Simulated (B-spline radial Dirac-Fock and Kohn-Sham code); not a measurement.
Core-level shifts of silver with charge state

Method: relaxed Dirac-Fock hole states (ΔSCF) with Breit and QED corrections and a finite nucleus. Computed with a B-spline atomic structure program. Each ion is free and in its tabulated ground configuration. Correlation and solid-state effects are left out.

Reference: Ag²⁵⁺, [Ar] 3d4, with K 26584.7 eV, L1 4859.0 eV, L2 4577.7 eV, M1 1617.9 eV. Shifts from it, in eV (a dash: the subshell is empty, belongs to an open shell averaged over j, or its hole state is left out as unreliable):

```
  ion  configuration        K      L1      L2      M1
Ag²⁶⁺       [Ar] 3d3    +93.6   +91.0   +91.8   +68.1
Ag²⁷⁺       [Ar] 3d2   +189.6  +184.0  +185.8  +137.4
Ag²⁸⁺       [Ar] 3d1   +287.9  +279.1  +282.0  +207.9
Ag²⁹⁺   [Ne] 3s2 3p6   +388.7  +376.1  +380.2  +279.5
Ag³⁰⁺   [Ne] 3s2 3p5   +494.1  +467.3  +473.1  +343.9
Ag³¹⁺   [Ne] 3s2 3p4   +601.4  +559.7  +567.4  +409.0
Ag³²⁺   [Ne] 3s2 3p3   +710.5  +653.5       –  +474.9
Ag³³⁺   [Ne] 3s2 3p2   +821.6  +748.6  +759.7  +541.6
Ag³⁴⁺   [Ne] 3s2 3p1   +934.5  +845.0  +858.3  +609.0
Ag³⁵⁺       [Ne] 3s2  +1049.2  +942.7  +958.2  +677.2
```
